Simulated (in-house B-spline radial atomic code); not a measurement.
## Pb5+: [Kr] 4d10 4f14 5s2 (5p1/2)2 (5p3/2)3 (5d3/2)3 (5d5/2)6 8s1 (an excited or competing configuration)

Method: Dirac-Hartree-Fock, average of the jj configuration, Fermi nucleus of rms radius 5.5012 fm. Calculated with a radial B-spline atomic code at the basis-set limit.

Screening seen three ways: the hydrogenic charge with the same mean radius, Z_r = [3n² - l(l+1)]/(2<r>), the one with the same energy, Z_e = n√(-2ε), and Slater's rules. Values are occupation-weighted means over j. An effective charge above Z reflects the relativistic contraction of the inner shells.

| shell | electrons | ε (eV) | <r> (bohr) | Z_r | Z_e | Slater |
| --- | --- | --- | --- | --- | --- | --- |
| 1s | 2 | -88676 | 0.01605 | 93.43 | 80.73 | 81.70 |
| 2s | 2 | -16075 | 0.06688 | 89.71 | 68.75 | 77.85 |
| 2p | 6 | -13950 | 0.06087 | 82.14 | 64.04 | 77.85 |
| 3s | 2 | -3989.3 | 0.1737 | 77.73 | 51.37 | 70.75 |
| 3p | 6 | -3361 | 0.1751 | 71.37 | 47.15 | 70.75 |
| 3d | 10 | -2649.3 | 0.16 | 65.61 | 41.86 | 60.85 |
| 4s | 2 | -1001.7 | 0.384 | 62.50 | 34.32 | 54.25 |
| 4p | 6 | -789.89 | 0.4076 | 56.42 | 30.48 | 54.25 |
| 4d | 10 | -523.51 | 0.4297 | 48.87 | 24.81 | 42.85 |
| 5s | 2 | -239.37 | 0.8559 | 43.81 | 20.97 | 24.70 |
| 4f | 14 | -235.44 | 0.4509 | 39.92 | 16.64 | 31.45 |
| 5p | 5 | -179.77 | 0.9543 | 38.25 | 18.17 | 24.70 |
| 5d | 9 | -98.679 | 1.19 | 28.98 | 13.47 | 12.20 |
| 8s | 1 | -21.252 | 5.826 | 16.48 | 10.00 | 6.00 |

The least bound orbital is 8s1/2 at -21.25 eV, and it is also the most diffuse (<r> = 5.826 bohr).

For the 1s electron the small component carries 9.78 % of the norm, the zero-frequency Breit interaction raises the level by 343.4 eV, self-energy by 222.9 eV, and vacuum polarisation lowers it by 47.57 eV.
